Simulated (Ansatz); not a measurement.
Consider the cleavage of the Si–Si bond: `N[Si](N)([SiH3])[SiH3]` + `CSCS` → `CSCS[SiH3]` + `N[SiH](N)[SiH3]`.

Program: Ansatz. Geometries: PBE0-D4/def2-TZVP. ΔE: electronic, gas phase. CCSD(T)/CBS adds triple-zeta CCSD(T) − MP2 to the extrapolated MP2 energy (def2 sets, frozen cores). DFT in def2-TZVPP. B3LYP here is the variant with VWN-RPA as its local correlation; programs differ in this. One conformer a species, not always the lowest.

`N[Si](N)([SiH3])[SiH3]`:

Z-matrix (Å, degrees):
```
Si
N 1 1.721
Si 1 2.356 2 105.0
N 1 1.721 2 107.0 3 123.6
Si 1 2.356 2 115.9 3 -119.7
H 2 1.007 1 120.5 3 31.0
H 2 1.008 1 120.1 3 177.5
H 3 1.491 1 111.4 2 70.3
H 3 1.490 1 109.9 2 -170.2
H 3 1.492 1 112.0 2 -50.5
H 4 1.007 1 120.5 2 154.6
H 4 1.008 1 120.1 2 -58.8
H 5 1.492 1 111.9 2 -168.3
H 5 1.491 1 111.4 2 -47.6
H 5 1.490 1 110.0 2 72.0
```

`CSCS`:

Z-matrix (Å, degrees):
```
C
S 1 1.794
H 1 1.092 2 111.3
H 1 1.090 2 107.0 3 119.0
H 1 1.091 2 110.2 3 -122.4
C 2 1.795 1 100.2 3 66.7
S 6 1.811 2 116.8 1 63.3
H 6 1.090 2 106.1 1 -173.4
H 6 1.092 2 110.5 1 -56.8
H 7 1.342 6 96.2 2 58.3
```

`CSCS[SiH3]`:

Cartesian coordinates in Å:
```
C -1.512 0.847 -1.042
S -0.903 1.056 0.632
C 0.859 1.167 0.328
S 1.646 -0.294 -0.430
Si 0.741 -1.846 0.727
H -1.323 1.738 -1.644
H -2.588 0.688 -0.968
H -1.050 -0.023 -1.510
H 1.313 1.359 1.301
H 1.088 2.006 -0.331
H -0.645 -2.167 0.306
H 0.768 -1.508 2.172
H 1.606 -3.023 0.458
```

`N[SiH](N)[SiH3]`:

```xyz
12

N    -0.545   -1.822    0.242
Si    0.173   -0.420   -0.443
N    -0.987    0.311   -1.473
Si    0.804    1.263    1.075
H     0.027   -2.617    0.475
H    -1.355   -1.755    0.836
H     1.406   -0.959   -1.097
H    -0.938    1.290   -1.698
H    -1.429   -0.221   -2.206
H     1.983    0.829    1.875
H    -0.305    1.564    2.024
H     1.166    2.538    0.389
```

```csv
level,ΔE (kJ/mol),difference from CCSD(T)/CBS
PBE-D4,-49.8,12.8
r2SCAN-D4,-58.6,4.0
PBE0-D4,-54.4,8.2
B3LYP-D4,-58.2,4.4
ωB97X-V,-59.9,2.7
ωB97M-V,-65.5,-2.9
B2PLYP,-61.3,1.3
PBE,-48.2,14.4
r2SCAN,-58.5,4.1
B3LYP,-55.4,7.2
MP2/def2-TZVPP,-70.2,-7.6
SCS-MP2/def2-TZVPP,-68.2,-5.6
SCS-MP2/def2-QZVPP,-69.7,-7.1
HF/CBS(def2),-66.0,-3.4
MP2/CBS(def2),-72.8,-10.2
CCSD/CBS(def2),-62.4,0.2
CCSD(T)/CBS,-62.6,0
```

Largest T1 diagnostic among the species: 0.013.

From PBE to PBE0 (25 % exact exchange), in def2-TZVPP and without D4, ΔE moves by −5.1 kJ/mol.
